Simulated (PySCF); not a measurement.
# BiPb: one state, many levels of theory

State: ²Π (doublet), unpaired electrons π ↑. Set-up: Bi def2-SVP with ECP60, Pb def2-SVP with ECP60; scalar-relativistic core potentials (PySCF 2.14). De refers to Bi + Pb in their high-spin ground configurations, without counterpoise correction. The functionals are run spin-unrestricted. A positive dipole means Bi(−)Pb(+). Levels whose curve was spin-contaminated or gave no clean fit are not listed.

```
       Level  Re (Å)  ωe (cm⁻¹)  De (eV)  μ (D)  CPU s a point (SCF and correlation, without the integrals)
        ROHF   2.757        175   -0.199   2.09                                                        0.15
    ROHF-MP2   2.804        162     1.43    n/a                                                         0.3
ROHF-SCS-MP2   2.813        159     1.31    n/a                                                         n/a
   ROHF-CCSD   2.823        153     1.27    n/a                                                         n/a
ROHF-CCSD(T)   2.848        144     1.51    n/a                                                         8.9
         PBE   2.817        156     2.37   1.25                                                        0.87
       TPSSh   2.791        159     2.15   1.44                                                         1.4
        PBE0   2.784        154     1.97   1.45                                                         1.4
       B97-3   2.803        154     2.18   1.53                                                        0.81
       HSE06   2.788        159     2.11   1.41                                                         1.4
```

**Question.** Which functional lies closest to ROHF-CCSD(T) in De, which farthest, and by how much do they differ from it?

**Answer.** Closest is PBE0 (-6.4 pm in Re, +6.9 % in ωe, +0.46 eV in De against ROHF-CCSD(T) in the same basis), farthest PBE (-3.1 pm in Re, +8.3 % in ωe, +0.86 eV in De). CCSD(T) converges more slowly with the basis than the functionals do and binds too weakly in this one, so the order can change at the basis-set limit.

**Question.** What does a quarter of exact exchange do here, going from PBE to PBE0?

**Answer.** PBE0 less PBE: -3.3 pm in Re, -1.3 % in ωe, -0.40 eV in De. Exact exchange removes part of the self-interaction that spreads semilocal densities, and in most molecules shortens and stiffens the bond and lowers De; here ωe goes the other way.

**Question.** What does all correlation do here, going from ROHF to ROHF-CCSD(T)?

**Answer.** ROHF-CCSD(T) less ROHF: +9.1 pm in Re, -17.7 % in ωe, +1.71 eV in De. Correlation nearly always deepens the well. The bond lengthens, as in strong covalent bonds, where excitations into antibonding orbitals dominate.

Correlated steps freeze 8 core orbitals. Correlated levels converge slowly with the basis: in double zeta they bind strong bonds too weakly, by up to about 1 eV, and carry superposition errors of some tenths. Spin–orbit coupling is left out, which matters for elements this heavy, above all for dissociation energies. UHF is strongly spin-contaminated for BiPb, so the ROHF reference used there is far from stable. A negative De means that the minimum lies above the separated atoms at that level. The state was picked by a PBE0 search and need not be the measured ground state.

The whole job (state search and all levels along the bond) took about 3.9 min on 1 thread of Arm Neoverse V1 (shared host), peak memory 0.62 GiB.
